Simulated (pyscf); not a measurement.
# O=W(F)(F)(F)–Cl, singlet

Gas-phase minimum from PySCF at ωB97X-D3(BJ)/def2-SVP, one conformer. 

```xyz
6

O      1.8283    -0.1676    -0.7978
W      0.3028     0.2486    -0.2797
F     -0.2765     1.4313    -1.5878
F     -0.9053    -0.9353    -1.0505
F      0.0847    -0.7853     1.2458
Cl     0.5692     2.0470     1.0925
```

Bond lengths (Å): O1–W2 1.664, W2–F3 1.856, W2–F4 1.859, W2–F5 1.856, W2–Cl6 2.278. Angles (°): O1–W2–F3 103.1, O1–W2–F4 107.9, O1–W2–F5 103.0, O1–W2–Cl6 106.1, F3–W2–F4 84.9, F3–W2–F5 153.8, F3–W2–Cl6 87.6, F4–W2–F5 84.8, F4–W2–Cl6 146.0, F5–W2–Cl6 87.6.

Properties at ωB97X-D3(BJ)/def2-SVP:

```
Item                                                                                                                                                                             Value
---------------------------------------------------------------------------------------------------------------------  ---------------------------------------------------------------
Harmonic wavenumbers, unscaled                                                                                         85, 197, 211, 236, 276, 310, 327, 417, 680, 722, 737, 1128 cm⁻¹
Zero-point energy                                                                                                                                                         7.6 kcal/mol
Rotational symmetry number                                                                                                                                                           1
Entropy of this conformer at 298 K and 1 atm, rigid rotor and harmonic oscillator, modes under 100 cm⁻¹ raised to 100                                                  362.8 J/(mol K)
Dipole moment                                                                                                                                                                   0.43 D
```

Single-point totals, which compare only within one level:

```tsv
level	total energy (hartree)
ωB97X-D3(BJ)/def2-TZVP	-902.54760
PBE/def2-TZVP	-902.02192
r²SCAN/def2-TZVP	-902.37154
B3LYP-D3(BJ)/def2-TZVP	-902.54471
PBE0-D3(BJ)/def2-TZVP	-901.97401
M06-2X/def2-TZVP	-902.21432
ωB97M-D3(BJ)/def2-TZVP	-902.55859
```

Elements past Kr carry the def2 core potentials, without spin-orbit coupling.
